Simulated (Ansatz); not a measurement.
The cluster Al3Sb3⁺, relaxed as a doublet with UKS PBE0-D4/def2-SVP in Ansatz, starting from the GFN2-xTB geometry. Force threshold 0.02 eV/Å.

In the def2 sets Sb takes a core potential; there is no spin–orbit coupling. The charge 1 doublet is spin-contaminated (final ⟨S²⟩ up to 0.86, 0.75 for a pure state). The relaxation made no stability test and no search for a lower SCF solution. The structure comes from a short search, and lower isomers may exist.

Start:

```xyz
6

Al    0.1811    1.3268    0.8075
Al    0.4559   -0.0748   -1.4960
Al   -0.6360   -1.2530    0.6883
Sb   -0.8800    0.1442    2.8954
Sb   -0.3498   -2.5696   -1.5643
Sb    1.2288    2.4265   -1.3310
```

| step | energy (eV) | largest force component (eV/Å) | SCF passes |
| --- | --- | --- | --- |
| 1 | -39384.9508 | 0.428 | 70 |
| 2 | -39384.9636 | 0.438 | 35 |
| 3 | -39384.9882 | 0.033 | 35 |
| 4 | -39385.0132 | 0.376 | 41 |
| 5 | -39385.0760 | 0.520 | 40 |
| 6 | -39385.1554 | 0.435 | 40 |
| 7 | -39385.1698 | 0.317 | 38 |
| 8 | -39385.1881 | 0.109 | 33 |
| 9 | -39385.1901 | 0.025 | 30 |
| 10 | -39385.1904 | 0.011 | 32 |

Force components are those of the run's own axes.

End:

```xyz
6

Al    0.318    1.421    0.917
Al    0.876   -0.184   -1.403
Al   -1.158   -1.023    0.505
Sb   -0.620   -0.036    2.785
Sb   -0.276   -2.514   -1.431
Sb    0.861    2.337   -1.373
```

By distances, no bond broke or formed. The bond that changes most is Al2–Sb6, from 2.62 to 2.52 Å (atoms count from 1).

No frequencies were taken in this run, so the end may be a saddle point.

Run time 1.8 min (4 threads of Arm Neoverse N1 on a shared host), peak host memory 0.68 GiB.
